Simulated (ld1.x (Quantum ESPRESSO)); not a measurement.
**Co: excitation energies, all-electron against TM**

* Element: cobalt
* Generator: ld1.x (Quantum ESPRESSO) 7.5
* Type: norm-conserving Troullier–Martins (Kleinman–Bylander form)
* Functional: BLYP
* Relativity: scalar-relativistic
* Frozen core: [Ne]
* Valence charge: 17
* Reference configuration: 3s2 3p6 3d7.5 4s1.5 4p0
* Partial waves: 3s (bound): rc 1.15 bohr; 3p (bound): rc 1.10 bohr; 3d (bound): rc 1.05 bohr
* Local potential: all-electron potential smoothed inside 1.15 bohr (lloc = -1)
* Core correction: none

Occupied shells without a wave of their own: 4s. They enter only through the test configuration that unscreens the potential.

Energies are relative to the spin-unpolarised reference configuration 3s2 3p6 3d7.5 4s1.5 4p0; without spin polarisation the order of configurations can differ from experiment.

| valence configuration | charge | ΔE all-electron (eV) | error AE − PS (meV) |
| --- | --- | --- | --- |
| 3s2 3p6 3d7 4s2 4p0 | 0 | 0.936 | +12 |
| 3s2 3p6 3d7 4s0 4p0 | +2 | 26.953 | -59 |
| 3s2 3p6 3d7 4s0 4p1 | +1 | 15.379 | -36 |
| 3s2 3p6 3d7 4s1 4p1 | 0 | 5.304 | -5.3 |
| 3s2 3p6 3d6 4s0 4p0 | +3 | 62.828 | -105 |

(1) What are ΔE and the potential's error for 3s2 3p6 3d7 4s1.5 4p0?

(2) What are ΔE and the potential's error for 3s2 3p6 3d7 4s1 4p0?

Results:

(1) ΔE = 4.526 eV all-electron; the error (AE − PS) is +0.1 meV.

(2) ΔE = 9.979 eV all-electron; the error (AE − PS) is -16 meV.

ld1.x printed “convergence not achieved” for 7 of the counted tests; their residual had stalled under 1e-8, short of the target of 1e-14.
